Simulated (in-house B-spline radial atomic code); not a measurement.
The numbers below are computed, except where a source is named.
## Extrapolating the RPA correlation energy in partial waves: Mg⁸⁺

All-electron RPA on r2SCAN orbitals from a B-spline radial code for spherical atoms, non-relativistic, point nucleus, configuration [He] 2s2. With empty states up to angular momentum L the sums are:

```tsv
L	E_c(L) (hartree)
2	-0.325956
3	-0.331798
4	-0.333974
5	-0.334957
6	-0.335462
7	-0.335746
8	-0.335915
9	-0.336020
```

For large l each further wave adds A/(l + 1/2)⁴, because the basis must build the cusp where two electrons meet.

**Question.** Estimate the limit from L = 8 and L = 9.

**Answer.** Wave 9 adds -0.000105, against a sum of (l + 1/2)⁻⁴ of 1.22774e-04, so A = -0.85523. The sum over l > 9 is ζ(4, 10.5) = 3.3168e-04, close to 1/(3 × 10³) = 3.3333e-04. The tail is -0.000284 and the limit -0.33630 hartree.

**Question.** How good is the estimate?

**Answer.** A run to L = 11 sums to -0.33613 and extrapolates to -0.33628 hartree, 0.00 millihartree from the run before. The estimate differs from that by -0.02 millihartree, while the bare sum at L = 9 misses 0.3 millihartree (0.1 %).
